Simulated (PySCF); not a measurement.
SbMe3, C3H9Sb.
Structure used (PBE0-D3(BJ)/def2-SVP), in Å, numbered top down from 1:
```
atom  x, y, z in Å
Sb1    0.0125    0.0038    1.2047
C2     1.8393   -0.0026    0.0315
H3     2.4713    0.8511    0.3151
H4     1.5991    0.0624   -1.0398
H5     2.3983   -0.9301    0.2222
C6    -0.9174    1.5907    0.0512
H7    -0.8181    1.3839   -1.0244
H8    -0.4359    2.5519    0.2820
H9    -1.9836    1.6631    0.3099
C10   -0.9188   -1.5870    0.0576
H11   -2.0003   -1.6014    0.2558
H12   -0.4967   -2.5587    0.3514
H13   -0.7497   -1.4271   -1.0173
```

The calculation used PBE0-D3(BJ)/def2-SVP geometry optimisation, gas phase, def2 core potentials past Kr (PySCF 2.14.0).

(1) Which atoms are bound to Sb1, and at what distances?

(2) List the angles at Sb1.

(3) What is the shape at Sb1?

(4) What are the other bond lengths?

Results:

(1) 3 atoms: C2 2.171 Å, C6 2.171 Å, C10 2.171 Å. The nearest atom not counted as bound is H11, at 2.74 Å (others tie with it).

(2) 
```json
{"angle": "C2–Sb1–C6", "degrees": "94.3", "distance of the outer atoms (Å)": "3.18"}
{"angle": "C2–Sb1–C10", "degrees": "94.2", "distance of the outer atoms (Å)": "3.18"}
{"angle": "C6–Sb1–C10", "degrees": "94.1", "distance of the outer atoms (Å)": "3.18"}
```

(3) Pyramidal: angles 94.3°, 94.2° and 94.1°, sum 282.6°, 1.16 Å off the plane of its three neighbours.

(4) C2–H3 and 8 like bonds 1.100 Å.

Point group: near C3v, missed by 0.15 Å at most; the miss may be what the optimiser left on a soft mode (C3 holds within 0.08 Å). Charge 0, singlet. Not checked by PBE0-D3(BJ)/def2-SVP frequencies.
